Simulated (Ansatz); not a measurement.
One change: `BB1C=NC1` becomes `B1C=NC1`.

Ansatz, PBE0-D4/def2-TZVP geometries, multiplicity 1. 

```tsv
property	`BB1C=NC1`
size of the dipole moment (ωB97M-V/def2-TZVPP) / D	1.14
LUMO energy (B3LYP/def2-TZVPP) / eV	-2.15
LUMO energy (ωB97M-V/def2-TZVPP) / eV	0.01
ideal-gas entropy at 298 K and 1 bar (rigid rotor, harmonic PBE0-D4/def2-TZVP) / J/(mol·K)	303
HOMO–LUMO gap (PBE/def2-TZVPP) / eV	2.75
size of the dipole moment (B3LYP/def2-TZVPP) / D	1.12
```

Task: What does the change do to each property? (Best estimate.)

Result: The calculation gave: 
```json
{"property": "size of the dipole moment (ωB97M-V/def2-TZVPP) / D", "`B1C=NC1`": "1.04", "shift": "-0.10"}
{"property": "LUMO energy (B3LYP/def2-TZVPP) / eV", "`B1C=NC1`": "-1.52", "shift": "0.63"}
{"property": "LUMO energy (ωB97M-V/def2-TZVPP) / eV", "`B1C=NC1`": "0.92", "shift": "0.91"}
{"property": "ideal-gas entropy at 298 K and 1 bar (rigid rotor, harmonic PBE0-D4/def2-TZVP) / J/(mol·K)", "`B1C=NC1`": "265", "shift": "-38"}
{"property": "HOMO–LUMO gap (PBE/def2-TZVPP) / eV", "`B1C=NC1`": "3.50", "shift": "0.75"}
{"property": "size of the dipole moment (B3LYP/def2-TZVPP) / D", "`B1C=NC1`": "1.01", "shift": "-0.11"}
```

With PBE0 the HOMO falls by 0.24 eV and the LUMO rises by 0.67 eV, so the gap widens by about 0.91 eV. PBE moves the HOMO by -0.22 eV and ωB97M-V by -0.25 eV. The zero-point energy changes by -30.5 kJ/mol with -6 modes. Dipoles are sizes alone; their direction can turn.

B3LYP here is the variant with VWN-RPA as its local correlation; programs differ in this.
